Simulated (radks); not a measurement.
The numbers below are computed, except where a source is named.
These are the eigenvalues of the occupied orbitals of an atom or ion with whole-number occupations (eV). Level of theory: scalar-relativistic Kohn-Sham, r2SCAN, spin-polarised, spherical densities, finite nucleus; meta-GGA in the generalised Kohn-Sham scheme; Fermi nuclear charge, rms radius of each element as measured or else 0.836 A^(1/3) + 0.57 fm (a radial shooting solver on a logarithmic mesh with Libxc functionals).

1s up: -6459.814
1s down: -6459.811
2s up: -760.7136
2s down: -757.9796
2p up: -643.8879
2p down: -641.7927
3s up: -99.1048
3s down: -92.3130
3p up: -66.5543
3p down: -59.7617
3d up: -16.7789
4s up: -12.8948

Which element is it, and in what charge state? The configuration may be excited. Open shells, if any, are filled with parallel spins first.

Answer. Z = 25, manganese, charge +1: Mn+ in [Ar] 3d5 4s1. The list shows which subshells hold electrons but not how many an open one holds; the 1s level, -237.39 hartree, gives Z - s = 21.8 by -(Z - s)^2/2, which with screening and relativity narrows Z to a few neighbours, and the depths of the outer levels then fix element, charge and occupations together.
